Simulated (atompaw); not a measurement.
# Li (Z = 3) PAW (atompaw): all-electron and pseudo phase curves

atompaw 4.2.0.5 input, output lines left out:

```
Li 3
LDA-PW scalarrelativistic loggrid 1500 logderivrange -2 5 176
2 2 0 0 0 0
2 0 0.5
2 1 0
0 0 0
c
v
v
1
3.00 2.95 2.05 2.00
y
0.05
n
y
1
n
custom rrkj gramschmidtortho besselshape
2 -0.5 troulliermartins
3.00
2.25
3.00
3.00
```

The phase is arctan(r·u′/u) with u = r·R(r), unwrapped; energies in Ry, scanned from -2 to 5 Ry. A pole is an energy at which the radial function vanishes at the test radius. The pseudo phase is shifted by a multiple of π to meet the all-electron one at the reference energy, and phase errors are pseudo minus all-electron; the curves can meet again beyond the range given. Levels narrower than the energy grid can be missing from the lists of poles.

Q: For each channel, where are the poles, and over which energies does the pseudopotential scatter like the atom?

A:

```
channel  radius (bohr)  reference energy (Ry)  poles, all-electron  poles, pseudo  unbroken range about the reference energy with phases within 0.05 rad  phase error 1 Ry above the reference energy (rad)
      s           3.00                  -0.39                 0.76     0.75, 3.11                                                              below 1.8                                             -0.001
      p           3.00                  -0.25           0.67, 4.40     0.67, 2.32                                                              below 1.6                                             -0.001
```

Phases in the p channel:

```csv
E (Ry),all-electron,pseudo
-2.00,1.307,1.306
-1.52,1.256,1.254
-1.04,1.158,1.157
-0.56,0.879,0.878
-0.08,-0.581,-0.582
0.40,-1.433,-1.434
0.88,-1.645,-1.645
1.36,-1.806,-1.811
1.84,-2.122,-2.460
2.32,-3.487,-4.715
2.80,-4.352,-5.072
3.28,-4.551,-5.894
3.76,-4.640,-7.164
4.24,-4.697,-7.514
4.72,-4.742,-7.643
```
